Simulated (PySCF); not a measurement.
Isomers of C8H12ClN, mass 157.066 u with the commonest isotopes. Method used: PBE0/pcSseg-1 in PySCF (dipole) on a GFN2-xTB geometry, gas phase. One conformer each, none proved a minimum here; rigid rotors.

Task: Order these by rotational constant B, smallest first.
A. `[N:1]#[C:2][C@@H:3]1[CH2:4][CH2:5][CH2:6][C@@H:7]([Cl:8])[CH2:9][CH2:10]1` with C2–C3–C4–C5 -157°, C3–C4–C5–C6 89°, C4–C5–C6–C7 -74°, C5–C6–C7–Cl8 -73°
B. `[CH3:1][N:2]([CH3:3])[C:4]1=[CH:5][CH2:6][CH2:7][CH:8]=[C:9]1[Cl:10]` with C4–C5–C6–C7 -34°, C5–C6–C7–C8 50°, C6–C7–C8–C9 -36°, N2–C4–C9–C8 -166°
C. `[CH2:1]=[CH:2]/[C:3](=[CH:4]/[CH:5]=[CH:6]\[Cl:7])[N:8]([CH3:9])[CH3:10]` with C1–C2–C3–C4 150°, C3–C4–C5–C6 176°

Result: C (537.9 MHz), A (724.3 MHz), B (1100 MHz).

Task: Order these by rotational constant C, smallest first.
A. `[CH3:1][N:2]([CH3:3])[C:4]1=[CH:5][CH2:6][CH2:7][CH:8]=[C:9]1[Cl:10]` with C4–C5–C6–C7 -34°, C5–C6–C7–C8 50°, C6–C7–C8–C9 -36°, N2–C4–C9–C8 -166°
B. `[CH2:1]=[CH:2]/[C:3](=[CH:4]/[CH:5]=[CH:6]\[Cl:7])[N:8]([CH3:9])[CH3:10]` with C1–C2–C3–C4 150°, C3–C4–C5–C6 176°
C. `[N:1]#[C:2][C@@H:3]1[CH2:4][CH2:5][CH2:6][C@@H:7]([Cl:8])[CH2:9][CH2:10]1` with C2–C3–C4–C5 -157°, C3–C4–C5–C6 89°, C4–C5–C6–C7 -74°, C5–C6–C7–Cl8 -73°

Result: B (446.2 MHz), C (632.4 MHz), A (689.6 MHz).

Task: Order these by out-of-plane moment Σ m c² = (Ia + Ib − Ic)/2, smallest first.
A. `[N:1]#[C:2][C@@H:3]1[CH2:4][CH2:5][CH2:6][C@@H:7]([Cl:8])[CH2:9][CH2:10]1` with C2–C3–C4–C5 -157°, C3–C4–C5–C6 89°, C4–C5–C6–C7 -74°, C5–C6–C7–Cl8 -73°
B. `[CH3:1][N:2]([CH3:3])[C:4]1=[CH:5][CH2:6][CH2:7][CH:8]=[C:9]1[Cl:10]` with C4–C5–C6–C7 -34°, C5–C6–C7–C8 50°, C6–C7–C8–C9 -36°, N2–C4–C9–C8 -166°
C. `[CH2:1]=[CH:2]/[C:3](=[CH:4]/[CH:5]=[CH:6]\[Cl:7])[N:8]([CH3:9])[CH3:10]` with C1–C2–C3–C4 150°, C3–C4–C5–C6 176°

Result: C (26.31 u·Å²), B (44.33 u·Å²), A (65.81 u·Å²).

| SMILES | point group | Ia (u·Å²) | Ib (u·Å²) | Ic (u·Å²) | κ | μa (D) | μb (D) | μc (D) |
| --- | --- | --- | --- | --- | --- | --- | --- | --- |
| N#C[C@@H]1CCC[C@@H](Cl)CC1 | C1 | 233.06 | 697.71 | 799.16 | -0.88 | 2.20 | 1.84 | 0.31 |
| C=C/C(=C/C=C\Cl)N(C)C | C1 | 245.66 | 939.57 | 1132.61 | -0.89 | 2.98 | 1.63 | 0.20 |
| CN(C)C1=CCCC=C1Cl | C1 | 362.13 | 459.38 | 732.86 | 0.16 | 0.41 | 1.71 | 0.74 |
